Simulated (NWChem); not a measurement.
Species: C2H4AlNO2; SMILES [CH3][Al]([OH])[N]=C=O

```xyz
10

Al    -0.0126    -0.9143    -0.0469
C     -1.7123    -1.8299     0.0205
H     -1.5866    -2.9193    -0.0701
H     -2.3780    -1.4931    -0.7910
H     -2.2381    -1.6233     0.9671
N      0.0987     0.8657     0.0737
C      0.1412     2.0624     0.1572
O      0.1851     3.2284     0.2384
O      1.4275    -1.7958    -0.2244
H      2.3135    -1.4336    -0.2679
```
Atoms are numbered in this order, from 1.

Results from NWChem. Pople sets run with spherical d functions. The geometry was optimised at PBE0/def2-SVP. Atomic charges in e: unrestrained fits to the electrostatic potential beside Mulliken populations; buried atoms are poorly determined by the fit.

Q: Estimate the computed values for Hartree-Fock/6-31G*. Quantities: ESP Al1; Mulliken Al1; ESP C2; Mulliken C2; ESP N6; Mulliken N6; ESP C7; Mulliken C7; ESP O8; Mulliken O8; relative RMS misfit of the potential (%).

A: 
```yaml
ESP Al1: 1.35
Mulliken Al1: 1.18
ESP C2: -0.69
Mulliken C2: -0.82
ESP N6: -0.95
Mulliken N6: -0.71
ESP C7: 0.91
Mulliken C7: 0.77
ESP O8: -0.52
Mulliken O8: -0.51
relative RMS misfit of the potential (%): 18
```
